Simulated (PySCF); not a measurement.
Geometry (Å), atoms numbered from 1 in this order:
```xyz
15

C     3.032    0.978   -0.169
C     2.192    0.108   -0.150
C     1.156   -0.904   -0.129
Si   -0.558   -0.215   -0.267
C    -0.773    1.585   -0.460
C    -1.990   -1.347   -0.168
H     3.797    1.737   -0.182
H     1.186   -1.518    0.795
H     1.275   -1.645   -0.948
H    -1.767    1.865   -0.838
H     0.027    1.998   -1.097
H    -0.636    2.047    0.538
H    -2.654   -1.027    0.656
H    -2.590   -1.260   -1.092
H    -1.703   -2.397   -0.018
```

Total charge +1.

Geometry: PBE0-D3(BJ)/def2-SVP; GIAO shifts from PySCF 2.14, gas phase, non-relativistic, averaged over equivalent atoms.

At PBE0/def2-SVP (133 basis functions, 10 s wall time on 1 thread of an Arm Neoverse V2, shared host):
```json
{"atoms": "C1", "δ (ppm)": "81.8"}
{"atoms": "C2", "δ (ppm)": "62.5"}
{"atoms": "C3", "δ (ppm)": "21.9"}
{"atoms": "C5/C6", "δ (ppm)": "10.6"}
{"atoms": "Si4", "δ (ppm)": "376.1"}
{"atoms": "H8/H9", "δ (ppm)": "3.16"}
{"atoms": "H7", "δ (ppm)": "2.73"}
{"atoms": "H10/H11/H12/H13/H14/H15", "δ (ppm)": "2.15"}
```

References, each an isolated molecule treated in the same way: TMS for 13C (σref 193.72), 29Si (σref 407.17), 1H (σref 31.34).

Question: What do these become at BP86/pcSseg-1?

Answer: 
```
                  atoms  δ at BP86/pcSseg-1  change
                     C1                88.5    +6.7
                     C2                66.5    +4.0
                     C3                29.3    +7.4
                  C5/C6                15.2    +4.6
                    Si4               428.5   +52.4
                  H8/H9                3.54   +0.38
                     H7                3.01   +0.28
H10/H11/H12/H13/H14/H15                2.35   +0.20
```

Scale: TMS for 13C (179.74 ppm), 29Si (333.91 ppm), 1H (31.27 ppm) (reference shieldings calculated alike).

The largest change is at Si4 (silicon bonded to 3 C). Cost: 154 basis functions, 18 s wall time on 1 thread of an x86-64 server CPU, shared host. The order of the carbon signals is the same at both levels.
